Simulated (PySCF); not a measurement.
Compound: C3H8O3SSi.
Geometry (GFN2-xTB, Å), atoms numbered from 1 in this order:
```
atom  x, y, z in Å
C1    -2.3408    0.8867   -0.2316
O2    -1.8966   -0.2284   -0.9871
C3    -1.0764   -1.0817   -0.3064
O4     0.2039   -0.4685   -0.1108
C5     1.1473   -1.1607    0.5289
S6     0.9397   -2.6557    1.1286
O7     2.2701   -0.5116    0.6347
Si8    2.5720    1.0075    0.0214
H9    -3.0249    1.4320   -0.8770
H10   -1.5056    1.5328    0.0505
H11   -2.8664    0.5567    0.6709
H12   -1.4725   -1.3632    0.6857
H13   -0.9498   -1.9839   -0.9167
H14    3.9447    1.1224    0.4813
H15    2.3998    0.9718   -1.4254
H16    1.6479    1.9528    0.6416
```

The calculation used TDDFT B3LYP/def2-SVPD, vertical, gas phase, core orbitals frozen in the response (PySCF 2.14.0, density-fitted response routines).

Transition dipole moments from the ground state, in atomic units and in the frame of the coordinates above (overall signs are arbitrary), for the states with f of 0.002 or more among the lowest 8:

```
state  E (hartree)      μx      μy      μz
   S2       0.1919   0.290   0.020   0.077
   S3       0.2101   0.159   0.886  -0.342
   S4       0.2177   0.022   0.952  -0.432
   S5       0.2190  -0.052   0.177   0.120
   S6       0.2297   0.239   0.359  -0.061
   S8       0.2393  -0.198  -0.131  -0.039
```

**Question.** What oscillator strength does each state have?

**Answer.** f = (2/3) ΔE |μ|² with ΔE in hartree (27.2114 eV).

```tsv
state	|μ|² (au)	|μ| (D)	f
S2	0.091	0.77	0.012
S3	0.926	2.45	0.130
S4	1.094	2.66	0.159
S5	0.049	0.56	0.007
S6	0.190	1.11	0.029
S8	0.058	0.61	0.009
```

**Question.** What angle do the transition dipoles of S3 and S6 make?

**Answer.** |cos θ| = |μa·μb| / (|μa| |μb|) = 0.90, so θ ≈ 26° (taken between 0 and 90°, since the signs are arbitrary).

**Question.** How is the summed strength of these states shared among x, y and z?

**Answer.** (2/3) Σ ΔE μα² gives 0.030 for x, 0.269 for y and 0.047 for z, 0.345 in all.

**Question.** What peak molar absorption coefficient would the strongest computed level give as a lone Gaussian band 0.5 eV wide at half height?

**Answer.** ε(max) = 2.175×10⁸ f / FWHM, with the width in cm⁻¹. S4: 2.175×10⁸ × 0.1587 / 4033 ≈ 8600 L mol⁻¹ cm⁻¹.

On an Arm Neoverse V2 with one thread, shared host, this took 53 s of wall time (grids of density and orbitals included) and 0.90 GiB of memory at its peak.

One conformer stands for the species.
